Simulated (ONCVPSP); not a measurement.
## An all-electron radial function and its pseudo partner (Rh (Z = 45))

Columns: radius, all-electron u(r) and pseudo u(r) of the 4s shell (level -97.67 eV) of rhodium in the configuration [Ar] 3d10 4s2 4p6 4d7; PBEsol, non-relativistic, ONCV scheme, ONCVPSP 4.0.1.

| r (bohr) | all-electron | pseudo |
| --- | --- | --- |
| 0.082 | 0.3764 | 0.0879 |
| 0.165 | 0.0564 | 0.1840 |
| 0.248 | -0.5220 | 0.2922 |
| 0.330 | -0.6232 | 0.4124 |
| 0.413 | -0.3437 | 0.5447 |
| 0.495 | 0.0776 | 0.6790 |
| 0.578 | 0.4899 | 0.8090 |
| 0.660 | 0.8088 | 0.9212 |
| 0.742 | 1.0203 | 1.0080 |
| 0.825 | 1.1334 | 1.0633 |
| 0.908 | 1.1653 | 1.0829 |
| 0.990 | 1.1387 | 1.0681 |
| 1.072 | 1.0742 | 1.0237 |
| 1.155 | 0.9863 | 0.9555 |
| 1.238 | 0.8877 | 0.8716 |
| 1.320 | 0.7879 | 0.7809 |
| 1.402 | 0.6910 | 0.6887 |
| 1.485 | 0.5992 | 0.5987 |
| 1.568 | 0.5154 | 0.5154 |
| 1.650 | 0.4413 | 0.4413 |
| 1.733 | 0.3750 | 0.3750 |
| 1.815 | 0.3178 | 0.3178 |
| 1.898 | 0.2677 | 0.2677 |
| 1.980 | 0.2252 | 0.2252 |
| 2.062 | 0.1889 | 0.1889 |
| 2.145 | 0.1577 | 0.1577 |

(1) How many radial nodes do the two functions have?

(2) At about which radius was the pseudo-wave matched?

(3) Is the pseudo-wave norm-conserving?

## Answers

(1) The all-electron 4s function has n − l − 1 = 3 (the table is too coarse to show those close to the nucleus); the pseudo-wave has 0, since the states of the same l below it are removed with the core.

(2) 1.65 bohr. The columns agree to 0.0005 from 1.49 bohr on; several derivatives are matched, so the curves merge somewhat inside the radius.

(3) Yes: the ONCV scheme keeps the norm inside the radius equal to the all-electron one, which fixes the energy derivative of the logarithmic derivative at the level.
